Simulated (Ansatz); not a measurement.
Stepwise reaction of `[OH][Al-]1([OH])[O]C(C(F)(F)F)=CC(C(F)(F)F)=[O+]1` with hydrogen chloride, as a gas-phase model of exchange steps in deposition or etching. ΔE in kJ/mol.

Program: Ansatz. Geometries: PBE0-D4/def2-TZVP. ΔE: electronic, gas phase. CCSD(T)/CBS is the MP2 limit (def2-TZVPP, def2-QZVPP) plus CCSD(T) − MP2 in def2-TZVPP, frozen cores. This one scheme is used for every species. DFT in def2-TZVPP. B3LYP here is the variant with VWN-RPA as its local correlation; programs differ in this. One conformer a species, not always the lowest.

```csv
step,reaction,PBE-D4,B3LYP-D4,ωB97M-V,CCSD(T)/CBS
1,`[OH][Al-]1([OH])[O]C(C(F)(F)F)=CC(C(F)(F)F)=[O+]1` + HCl → `[OH][Al-]1([Cl])[O]C(C(F)(F)F)=CC(C(F)(F)F)=[O+]1` + H₂O,-29.3,-25.8,-28.6,-30.9
2,`[OH][Al-]1([Cl])[O]C(C(F)(F)F)=CC(C(F)(F)F)=[O+]1` + HCl → `FC(F)(F)C1=CC(C(F)(F)F)=[O+][Al-]([Cl])([Cl])[O]1` + H₂O,-33.2,-29.2,-31.3,-34.2
```

Q: By hand: ΔE of the 2 steps together at CCSD(T)/CBS.

A: (-30.9) + (-34.2) = -65.1 kJ/mol, or -32.5 kJ/mol a step.

In ΔE the steps differ by no more than 3.3 kJ/mol. All are downhill at CCSD(T)/CBS. PBE-D4 differs from CCSD(T)/CBS by 1.0 to 1.6 kJ/mol a step. Isolated molecules leave out the surface, adducts and barriers. Largest T1 diagnostic: 0.015.
